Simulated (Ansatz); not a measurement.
Relaxation of CH$_{8}$OSn (11 atoms, charge 0, multiplicity 1), to a largest force component of 0.03 eV/Å in at most 50 steps.

Level of theory: UKS PBE/def2-SVP in Ansatz.

```xyz
11
Properties=species:S:1:pos:R:3:forces:R:3
Sn -0.304 1.938 0.963 -0.15 0.24 -0.11
O 0.714 -0.622 -0.943 -0.05 -0.01 -0.04
C 0.069 -1.881 -0.954 -0.01 0.00 0.00
H -1.847 1.460 0.365 0.02 -0.01 0.01
H 0.607 2.749 -0.252 -0.02 0.01 0.00
H -0.512 2.984 2.328 0.00 -0.01 -0.02
H 1.073 -0.480 -0.047 0.06 -0.03 0.01
H 0.572 0.566 1.488 0.14 -0.22 0.17
H -0.690 -2.002 -0.141 0.03 0.02 -0.04
H -0.466 -1.974 -1.922 0.02 -0.01 0.03
H 0.785 -2.737 -0.885 -0.04 0.03 0.00
```

Question: Where does it end, and by what steps?

Answer: The run converged. The force dipped under the threshold on the way, but the program's further checks kept it going. After 15 steps the energy has fallen by 0.038 eV; H10 moved furthest, 0.62 Å.

```csv
step,energy less start (eV),largest force component (eV/Å),accepted
0,0.0000,0.241,yes
1,-0.0049,0.136,yes
2,-0.0111,0.067,yes
3,-0.0146,0.093,yes
4,-0.0244,0.115,yes
5,-0.0256,0.441,yes
6,-0.0304,0.233,yes
7,-0.0320,0.059,yes
8,-0.0342,0.064,yes
9,-0.0348,0.130,yes
10,-0.0358,0.087,yes
11,-0.0336,0.211,no
12,-0.0366,0.026,yes
13,-0.0371,0.028,yes
14,-0.0373,0.066,yes
15,-0.0376,0.029,yes
```

```xyz
11
Properties=species:S:1:pos:R:3
Sn -0.281 1.791 0.912
O 0.860 -0.590 -0.798
C -0.027 -1.688 -0.915
H -1.632 0.914 0.298
H 0.610 2.565 -0.340
H -0.889 3.011 1.988
H 1.498 -0.797 -0.089
H 0.736 0.755 1.853
H -0.630 -1.870 0.008
H -0.737 -1.453 -1.733
H 0.493 -2.639 -1.183
```

The run took 37 s on 2 threads of Arm Neoverse V2 (shared host), peak memory 0.29 GiB.
